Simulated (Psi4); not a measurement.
C3H10Si, charge -1, doublet, at the geometry of the source list (a state made from the parent by changing its charge; the spin is typed, not shown lowest) (a gas-phase anion, which may not be bound at this level); CISD/STO-3G run with Psi4.

The Psi4 input:
```
memory 2 GB

molecule mol {
-1 2
Si    0.060900    0.224900    0.465600
C    -0.932000    1.384200   -0.671600
C     1.769600   -0.110800   -0.303000
C    -0.876900   -1.418200    0.674900
H     0.233600    0.862200    1.784900
H    -1.080300    0.948100   -1.655800
H    -1.913200    1.597100   -0.258100
H    -0.422700    2.333400   -0.808800
H     2.362300   -0.768900    0.325300
H     1.683600   -0.581300   -1.278700
H     2.331300    0.809400   -0.433100
H    -1.023800   -1.918800   -0.278300
H    -1.857000   -1.259700    1.114600
H    -0.335500   -2.101700    1.322200
}

set {
  basis sto-3g
  reference uhf
}

energy('cisd')
print_variables()
```

Task: Predict the main parts of the log of this Psi4 run.

Result: 
```
Traceback (most recent call last):
  File "psi4", line 375, in <module>
  File "<string>", line 35, in <module>
  File "site-packages/psi4/driver/driver.py", line 461, in energy
  File "site-packages/psi4/driver/task_planner.py", line 255, in task_planner
  File "site-packages/psi4/driver/driver_util.py", line 222, in negotiate_derivative_type
  File "site-packages/psi4/driver/driver_util.py", line 355, in highest_analytic_derivative_available

psi4.driver.p4util.exceptions.MissingMethodError: Method=cisd is not available for any derivative level under conditions CI_TYPE=CONV, REFERENCE=UHF, FREEZE_CORE=FALSE, QC_MODULE=(auto). See https://psicode.org/psi4manual/master/introduction.html#ss-cisd. Or did you mean? ccd ccsd cisdt cisdtq qcisd lccsd ci2 ci3 ci4 ci5 ci6 ci7 ci8 ci9 ci10 ci11 ci12 ci13 ci14 ci15 ci16 ci17 ci18 ci19 ci20 ci21 ci22 ci23 ci24 ci25 ci26 ci27 ci28 ci29 ci30 ci31 ci32 ci33 ci34 ci35 ci36 ci37 ci38 ci39 ci40 ci41 ci42 ci43 ci44 ci45 ci46 ci47 ci48 ci49 ci50 ci51 ci52 ci53 ci54 ci55 ci56 ci57 ci58 ci59 ci60 ci61 ci62 ci63 ci64 ci65 ci66 ci67 ci68 ci69 ci70 ci71 ci72 ci73 ci74 ci75 ci76 ci77 ci78 ci79 ci80 ci81 ci82 ci83 ci84 ci85 ci86 ci87 ci88 ci89 ci90 ci91 ci92 ci93 ci94 ci95 ci96 ci97 ci98

Printing out the relevant lines from the Psithon --> Python processed input file:
    H    -0.335500   -2.101700    1.322200
    ""","mol")
    core.IO.set_default_namespace("mol")
    core.set_global_option("BASIS", "sto-3g")
    core.set_global_option("REFERENCE", "uhf")
--> energy('cisd')
    print_variables()

!----------------------------------------------------------------------------------!
!                                                                                  !
!  Method=cisd is not available for any derivative level under conditions          !
!     CI_TYPE=CONV, REFERENCE=UHF, FREEZE_CORE=FALSE, QC_MODULE=(auto). See        !
!     https://psicode.org/psi4manual/master/introduction.html#ss-cisd. Or did you  !
!     mean? ccd ccsd cisdt cisdtq qcisd lccsd ci2 ci3 ci4 ci5 ci6 ci7 ci8 ci9 ci10 !
!     ci11 ci12 ci13 ci14 ci15 ci16 ci17 ci18 ci19 ci20 ci21 ci22 ci23 ci24 ci25   !
!     ci26 ci27 ci28 ci29 ci30 ci31 ci32 ci33 ci34 ci35 ci36 ci37 ci38 ci39 ci40   !
!     ci41 ci42 ci43 ci44 ci45 ci46 ci47 ci48 ci49 ci50 ci51 ci52 ci53 ci54 ci55   !
!     ci56 ci57 ci58 ci59 ci60 ci61 ci62 ci63 ci64 ci65 ci66 ci67 ci68 ci69 ci70   !
!     ci71 ci72 ci73 ci74 ci75 ci76 ci77 ci78 ci79 ci80 ci81 ci82 ci83 ci84 ci85   !
!     ci86 ci87 ci88 ci89 ci90 ci91 ci92 ci93 ci94 ci95 ci96 ci97 ci98             !
!                                                                                  !
!----------------------------------------------------------------------------------!
```

The input was rejected before any calculation.
